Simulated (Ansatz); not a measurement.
Ga(py)F3 (C5H5F3GaN) was relaxed with r2SCAN-D4 (def2-SVP) in Ansatz in these states: charge +1 doublet, neutral singlet. The geometries follow in no particular order.

A:

```xyz
15

Ga   -2.1682   -1.4665   -0.3422
N    -0.3548   -0.5327    0.1091
C    -0.3494    0.4332    1.0365
C     0.7057    1.4046    1.1061
C     1.7507    1.3500    0.1829
C     1.7192    0.3453   -0.7852
C     0.6336   -0.5943   -0.7925
H    -1.1931    0.4489    1.7361
H     0.6628    2.1750    1.8822
H     2.5641    2.0808    0.2094
H     2.5009    0.2538   -1.5457
H     0.5696   -1.3941   -1.5393
F    -3.0067   -0.0693    0.3497
F    -2.3248   -3.0061    0.4446
F    -1.7097   -1.4287   -2.0516
```

B:

| atom | x (Å) | y (Å) | z (Å) |
| --- | --- | --- | --- |
| Ga1 | 1.9426 | -1.6498 | 0.3192 |
| N2 | 0.4142 | -0.3488 | 0.0642 |
| C3 | -0.5925 | -0.6614 | -0.7698 |
| C4 | -1.6713 | 0.1992 | -0.9511 |
| C5 | -1.6887 | 1.4111 | -0.2551 |
| C6 | -0.6229 | 1.7316 | 0.5906 |
| C7 | 0.4232 | 0.8233 | 0.7223 |
| H8 | -0.4928 | -1.6181 | -1.2925 |
| H9 | -2.4792 | -0.0786 | -1.6316 |
| H10 | -2.5249 | 2.1058 | -0.3769 |
| H11 | -0.5951 | 2.6753 | 1.1398 |
| H12 | 1.3032 | 1.0091 | 1.3463 |
| F13 | 1.8484 | -2.4600 | -1.2425 |
| F14 | 1.5136 | -2.6547 | 1.6929 |
| F15 | 3.2224 | -0.4839 | 0.6441 |

Task: Judge from the bond lengths which geometry belongs to which state (an estimate).

Result: A is the charge +1 doublet (Ga1–N2 2.089 Å, C6–C7 1.436 Å, C3–C4 1.436 Å); B is the neutral singlet (Ga1–N2 2.023 Å, C6–C7 1.392 Å, C3–C4 1.392 Å).
